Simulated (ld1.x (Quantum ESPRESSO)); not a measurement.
u(r) = r·R(r): atom against pseudo-atom (gold (Au))

Columns: radius, all-electron u(r) and pseudo u(r) of the 6s shell (level -7.34 eV) of gold in the configuration [Xe] 4f14 5d10 6s0 6p1; PBE, scalar-relativistic, TM semilocal scheme, ld1.x (Quantum ESPRESSO) 7.5.

| r (bohr) | all-electron | pseudo |
| --- | --- | --- |
| 0.160 | 0.1189 | -0.0165 |
| 0.320 | -0.2041 | -0.0351 |
| 0.480 | 0.0307 | -0.0581 |
| 0.640 | 0.2779 | -0.0880 |
| 0.800 | 0.3055 | -0.1278 |
| 0.960 | 0.1772 | -0.1804 |
| 1.120 | -0.0121 | -0.2475 |
| 1.280 | -0.2017 | -0.3279 |
| 1.440 | -0.3632 | -0.4164 |
| 1.600 | -0.4879 | -0.5037 |
| 1.760 | -0.5767 | -0.5789 |
| 1.920 | -0.6342 | -0.6338 |
| 2.080 | -0.6661 | -0.6659 |
| 2.240 | -0.6778 | -0.6778 |
| 2.400 | -0.6742 | -0.6742 |
| 2.560 | -0.6593 | -0.6593 |
| 2.720 | -0.6363 | -0.6363 |
| 2.880 | -0.6077 | -0.6077 |
| 3.040 | -0.5756 | -0.5756 |
| 3.200 | -0.5416 | -0.5416 |
| 3.360 | -0.5067 | -0.5067 |
| 3.520 | -0.4718 | -0.4718 |
| 3.680 | -0.4376 | -0.4376 |
| 3.840 | -0.4045 | -0.4045 |
| 4.000 | -0.3728 | -0.3728 |
| 4.160 | -0.3427 | -0.3427 |

(1) How many radial nodes do the two functions have?

(2) At about which radius was the pseudo-wave matched?

(3) Where does each function peak?

(4) Is the pseudo-wave norm-conserving?

## Answers

(1) The all-electron 6s function has n − l − 1 = 5 (the table is too coarse to show those close to the nucleus); the pseudo-wave has 0, since the states of the same l below it are removed with the core.

(2) 2.35 bohr. The columns agree to 0.0005 from 1.92 bohr on; several derivatives are matched, so the curves merge somewhat inside the radius.

(3) Outermost all-electron maximum near 2.24 bohr, pseudo maximum near 2.24 bohr (to the table’s step).

(4) Yes: the TM semilocal scheme keeps the norm inside the radius equal to the all-electron one, which fixes the energy derivative of the logarithmic derivative at the level.
